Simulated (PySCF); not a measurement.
Correlation energy of Ti¹³⁺ (titanium, charge +13)

[He] 2s2 2p5, 2P determinant. Calculation: PySCF 2.14, in an uncontracted even-tempered set (20 s from 1.8 bohr⁻², ratio 2.2; 12 p from 2.4 bohr⁻², ratio 2.2; 6 d from 14 bohr⁻², ratio 2.4; 5 f from 22 bohr⁻², ratio 2.4; 5 g from 32 bohr⁻², ratio 2.4); scalar relativity by spin-free X2C-1e. Frozen: nothing; 9 electrons correlated; the 15 highest virtual orbitals of each spin left out.

MP2 pair energies summed by pair of shells (mhartree):

| pair | energy | share (%) |
| --- | --- | --- |
| 2p-2p | -146.00 | 45.5 |
| 2s-2p | -81.58 | 25.4 |
| 1s-1s | -39.22 | 12.2 |
| 1s-2p | -33.55 | 10.5 |
| 2s-2s | -12.17 | 3.8 |
| 1s-2s | -8.40 | 2.6 |

Total MP2 correlation energy: -320.92 mhartree.

Same-spin part -69.22 and opposite-spin part -251.70 mhartree; SCS-MP2 scales them by 1/3 and 6/5 to -325.11 mhartree.
